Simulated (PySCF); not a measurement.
UHF on Ar²⁺ (argon, charge +2)

Configuration: [Ne] 3s2 3p4, high-spin 3P determinant. Computed with PySCF 2.14 in pcseg-2, with the non-relativistic Hamiltonian (point nucleus).

```
Total energy                                                  : -525.299461 hartree
One-electron energy                                           : -709.7631 hartree
Hartree (Coulomb) energy                                      : 213.9401 hartree
Exchange energy                                               : -29.4764 hartree
Kinetic energy                                                : 525.85867 hartree
⟨S²⟩                                                          : 2.0091
⟨L²⟩                                                          : 2.031
Sum of ⟨r⟩                                                    : 11.83 bohr
Sum of ⟨r²⟩                                                   : 15.78 bohr²
Traceless quadrupole moment −½Σ⟨3z² − r²⟩ along its main axis : -1.02 e·bohr²
Density at the nucleus (Gaussians lack the cusp)              : 3750 bohr⁻³
Spin density at the nucleus                                   : 0.530 bohr⁻³
Langevin diamagnetic susceptibility                           : -12.5 ×10⁻⁶ cm³/mol
Time after the integrals                                      : 0.09 s of wall time on 1 thread of Neoverse-V1 (shared host)
```

| shell | electrons | mean orbital energy (eV) | spread (eV) | rms radius, mean of both spins (bohr) |
| --- | --- | --- | --- | --- |
| 1s α | 1 | -3257.5 | 0 | 0.0999 |
| 1s β | 1 | -3256.6 | 0 | 0.0999 |
| 2s α | 1 | -365.36 | 0 | 0.449 |
| 2s β | 1 | -364.50 | 0 | 0.449 |
| 2p α | 3 | -290.82 | 0.937 | 0.417 |
| 2p β | 3 | -289.27 | 0.730 | 0.417 |
| 3s α | 1 | -63.576 | 0 | 1.45 |
| 3s β | 1 | -55.667 | 0 | 1.45 |
| 3p α | 3 | -43.553 | 2.545 | 1.59 |
| 3p β | 1 | -40.416 | 0 | 1.59 |
